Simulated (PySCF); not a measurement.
**Correlation energy of Rb²²⁺ (rubidium, charge +22)**

[Ne] 3s2 3p3, high-spin 4S determinant. All numbers are calculated (PySCF 2.14, scalar relativity by spin-free X2C-1e, in an uncontracted even-tempered set (18 s from 2.5 bohr⁻², ratio 2.5; 12 p from 3.2 bohr⁻², ratio 2.5; 5 d from 14 bohr⁻², ratio 2.7; 4 f from 22 bohr⁻², ratio 2.7)). Frozen: 1s2; 13 electrons correlated; the 22 highest virtual orbitals of each spin left out.

| level | correlation energy (mhartree) |
| --- | --- |
| CCSD | -508.99 |
| (T) | -1.69 |
| CCSD(T) | -510.68 |

Diagnostics: T1 = 0.00063, D1 = 0.0020, largest double amplitude 0.032.

Question: Is a single reference adequate?

Answer: Yes, within this model without spin-orbit coupling: T1 lies below 0.03 and no double amplitude reaches 0.07.

At this charge the one-electron X2C treatment keeps the bare 1/r₁₂, with no two-electron picture change or Breit term. The effect here is smaller than on the frozen 1s shell; and a scalar Hamiltonian misses the large spin-orbit splitting of the p shells, which matters for ns² → np² pairs.

Spin-orbit coupling is strong in this species, so the high-spin LS determinant is a model state.
